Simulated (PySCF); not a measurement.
C$_{3}$H$_{3}$ (SMILES C1=C[CH-]1), charge -1, singlet, geometry from GFN2-xTB; PySCF with MP2/pc-2.

Input for PySCF:
```python
from pyscf import gto, scf, mp

mol = gto.M(
    atom='''
C     0.127599    0.002351    0.979809
C     0.049146   -0.650135   -0.428757
C     0.030200    0.650860   -0.429411
H    -1.005144   -0.013916    1.436906
H    -0.096327   -1.508647   -1.082620
H    -0.140201    1.504114   -1.084134
''',
    basis='pc-2',
    charge=-1,
    spin=0,
    verbose=4,
)

mf = scf.RHF(mol)
mf.kernel()

pt = mp.MP2(mf, frozen=3)
pt.kernel()
print('E(MP2) = %.10f' % pt.e_tot)
```

Write the output that PySCF gives for this input, abridged.


```
PySCF version 2.14.0

[INPUT] verbose = 4
[INPUT] num. atoms = 6
[INPUT] num. electrons = 22
[INPUT] charge = -1
[INPUT] spin (= nelec alpha-beta = 2S) = 0
[INPUT] symmetry False subgroup None
[INPUT] Mole.unit = angstrom
[INPUT] Symbol           X                Y                Z      unit          X                Y                Z       unit  Magmom
[INPUT]  1 C      0.127599000000   0.002351000000   0.979809000000 AA    0.241127163768   0.004442746119   1.851570664384 Bohr   0.0
[INPUT]  2 C      0.049146000000  -0.650135000000  -0.428757000000 AA    0.092872480118  -1.228577093994  -0.810233303990 Bohr   0.0
[INPUT]  3 C      0.030200000000   0.650860000000  -0.429411000000 AA    0.057069728962   1.229947145434  -0.811469184876 Bohr   0.0
[INPUT]  4 H     -1.005144000000  -0.013916000000   1.436906000000 AA   -1.899446875750  -0.026297428749   2.715358806744 Bohr   0.0
[INPUT]  5 H     -0.096327000000  -1.508647000000  -1.082620000000 AA   -0.182031648401  -2.850929648647  -2.045855296977 Bohr   0.0
[INPUT]  6 H     -0.140201000000   1.504114000000  -1.084134000000 AA   -0.264941492390   2.842363520124  -2.048716342329 Bohr   0.0

nuclear repulsion = 56.2305013282327
number of shells = 21
number of NR pGTOs = 186
number of NR cGTOs = 132
basis = pc-2
ecp = {}

******** <class 'pyscf.scf.hf.RHF'> ********
method = RHF
initial guess = minao
damping factor = 0
level_shift factor = 0
DIIS = <class 'pyscf.scf.diis.CDIIS'>
diis_start_cycle = 1
diis_space = 8
diis_damp = 0
SCF conv_tol = 1e-09
SCF conv_tol_grad = None
SCF max_cycles = 50
direct_scf = True
direct_scf_tol = 1e-13
Set gradient conv threshold to 3.16228e-05
Initial guess from minao.
init E= -115.619355604247
  HOMO = -0.115820623811137  LUMO = 0.0501056935814805  gap/eV = 4.51509
cycle= 1 E= -115.104030952928  delta_E= 0.515  |g|= 0.357  |ddm|= 1.99
  HOMO = 0.0432306283995576  LUMO = 0.257284563865494  gap/eV = 5.82470
cycle= 2 E= -115.144362629076  delta_E= -0.0403  |g|= 0.175  |ddm|= 0.782
  HOMO = -0.0194088067476361  LUMO = 0.263594836331119  gap/eV = 7.70092
cycle= 3 E= -115.153165322341  delta_E= -0.0088  |g|= 0.0504  |ddm|= 0.244
  HOMO = -0.0155936996457164  LUMO = 0.264682748129993  gap/eV = 7.62671
cycle= 4 E= -115.154342321409  delta_E= -0.00118  |g|= 0.00961  |ddm|= 0.144
  HOMO = -0.014717344767055  LUMO = 0.264183440534859  gap/eV = 7.58928
cycle= 5 E= -115.154464060799  delta_E= -0.000122  |g|= 0.0036  |ddm|= 0.0732
  HOMO = -0.0146050138684295  LUMO = 0.264201145227081  gap/eV = 7.58670
cycle= 6 E= -115.15448902114  delta_E= -2.5e-05  |g|= 0.00124  |ddm|= 0.042
  HOMO = -0.0147774818443391  LUMO = 0.264200449394187  gap/eV = 7.59138
cycle= 7 E= -115.154491571979  delta_E= -2.55e-06  |g|= 0.000486  |ddm|= 0.0125
  HOMO = -0.014792051255295  LUMO = 0.264215234488415  gap/eV = 7.59217
cycle= 8 E= -115.154491969261  delta_E= -3.97e-07  |g|= 0.00015  |ddm|= 0.00539
  HOMO = -0.0147951511784878  LUMO = 0.264216076415748  gap/eV = 7.59228
cycle= 9 E= -115.154492004832  delta_E= -3.56e-08  |g|= 4.79e-05  |ddm|= 0.00154
  HOMO = -0.0147928924880443  LUMO = 0.264218460225443  gap/eV = 7.59229
cycle= 10 E= -115.154492007705  delta_E= -2.87e-09  |g|= 1.5e-05  |ddm|= 0.000346
  HOMO = -0.0147914807376246  LUMO = 0.264218873898924  gap/eV = 7.59226
cycle= 11 E= -115.154492008072  delta_E= -3.67e-10  |g|= 4.5e-06  |ddm|= 0.000135
  HOMO = -0.0147915923563371  LUMO = 0.264218838371564  gap/eV = 7.59226
Extra cycle  E= -115.1544920081  delta_E= -2.86e-11  |g|= 2.49e-06  |ddm|= 3.08e-05
converged SCF energy = -115.1544920081

******** <class 'pyscf.mp.mp2.RMP2'> ********
nocc = 8, nmo = 129
frozen orbitals 3
E(RMP2) = -115.648129751737  E_corr = -0.493637743636271
E(SCS-RMP2) = -115.643816247421  E_corr = -0.489324239320883
E_corr(same-spin) = -0.11889352274151
E_corr(oppo-spin) = -0.374744220894761
E(MP2) = -115.6481297517
```
